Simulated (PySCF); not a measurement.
C4H5F3O3.
Z-matrix (Å and degrees, GFN2-xTB geometry), rows numbered from 1:
```
C 
O   1  1.4165
C   2  1.3939  1  114.91
C   3  1.5430  2  107.36  1  -170.17
O   4  1.1943  3  123.63  2   115.94
O   4  1.3186  3  110.97  2   -64.02
C   3  1.5450  2  112.51  1    70.23
F   7  1.3439  3  111.72  2   -84.88
F   7  1.3298  3  113.03  2    35.55
F   7  1.3406  3  111.31  2   156.62
H   1  1.0948  2  110.88  3    54.30
H   1  1.0872  2  105.39  3   173.08
H   1  1.0930  2  111.86  3   -68.22
H   3  1.1033  2  112.24  1   -50.89
H   6  0.9721  4  111.63  3   178.22
```

Method used: PBE0/def2-SVPD in PySCF (dipole) on a GFN2-xTB geometry, gas phase.

Masses are those of the commonest isotopes; rigid-rotor values at the optimised geometry. The values belong to one conformer with, in the numbering `[CH3:1][O:2][C@H:3]([C:4](=[O:5])[OH:6])[C:7]([F:8])([F:9])[F:10]`, C1–O2–C3–C4 -170°, O2–C3–C4–O5 116°, C3–C4–O6–H 178°.

(1) What are A, B and C (GHz)?

(2) Classify the top.

(3) Is it planar, by Δ = Ic − Ia − Ib?

(4) Give the other two planar moments, Paa and Pbb, and the rms extents of the mass along the axes.

(5) Give the coordinates in the principal-axis frame, origin at the centre of mass.

(6) Which lines would a microwave search look for?

Results:

(1) Ia = 305.10, Ib = 405.24, Ic = 537.29 u·Å²; 505379 MHz·u·Å²/I gives 1656, 1247 and 940.6 MHz, that is A = 1.6564, B = 1.2471, C = 0.9406 GHz.

(2) An asymmetric top; Ray's κ = -0.144.

(3) Not planar: Δ = Ic − Ia − Ib = -173.05 u·Å². For a rigid frame Δ = −2 Σ m c², so Σ m c² = 86.52 u·Å² lies off the ab plane: 5.91 from hydrogen and 80.62 from heavier atoms. The atom farthest from that plane is 1.55 Å away.

(4) Paa = Σ m a² = (Ib + Ic − Ia)/2 = 318.71 and Pbb = Σ m b² = (Ia + Ic − Ib)/2 = 218.58 u·Å². With the mass M = 158.02 u, the rms extents √(P/M) along a, b and c are 1.42, 1.18, 0.74 Å.

(5) The sense of each axis is arbitrary; atoms in the order of the calculation.
```tsv
atom	mass (u)	a (Å)	b (Å)	c (Å)
C1	12.000	-1.370	-2.277	-0.091
O2	15.995	-0.138	-1.669	0.253
C3	12.000	0.162	-0.508	-0.457
C4	12.000	1.624	-0.136	-0.134
O5	15.995	2.499	-0.124	-0.947
O6	15.995	1.765	0.160	1.143
C7	12.000	-0.749	0.677	-0.066
F8	18.998	-1.906	0.662	-0.751
F9	18.998	-1.069	0.684	1.225
F10	18.998	-0.167	1.852	-0.343
H11	1.008	-1.423	-2.469	-1.168
H12	1.008	-1.390	-3.218	0.453
H13	1.008	-2.225	-1.667	0.212
H14	1.008	0.067	-0.649	-1.547
H15	1.008	2.689	0.369	1.363
```

(6) The dipole components are |μa| = 0.57 D, |μb| = 1.36 D, |μc| = 0.52 D. The squared components, which scale the intensities, stand as 0.18 : 1.00 : 0.15 (a : b : c). Some lines, for components of 0.1 D or more:

| type | branch | J(Ka,Kc) | MHz | lower level (cm⁻¹) |
| --- | --- | --- | --- | --- |
| a | Q | 1(1,0) ← 1(1,1) | 307 | 0.087 |
| b | Q | 2(2,0) ← 2(1,1) | 1347 | 0.253 |
| b | Q | 2(2,1) ← 2(1,2) | 2147 | 0.222 |
| a | R | 1(0,1) ← 0(0,0) | 2188 | 0.000 |
| c | R | 1(1,0) ← 0(0,0) | 2904 | 0.000 |
| b | R | 2(0,2) ← 1(1,1) | 3847 | 0.087 |
| a | R | 2(0,2) ← 1(0,1) | 4256 | 0.073 |
| b | R | 2(1,2) ← 1(0,1) | 4478 | 0.073 |
| c | R | 2(1,1) ← 1(0,1) | 5398 | 0.073 |
| b | R | 2(2,1) ← 1(1,0) | 5910 | 0.097 |

No frequency check. These are rigid-rotor constants of the computed structure; measured ground-state constants (B0) also hold zero-point vibration. A rigid rotor knows nothing of internal rotation, which can split or shift real lines.
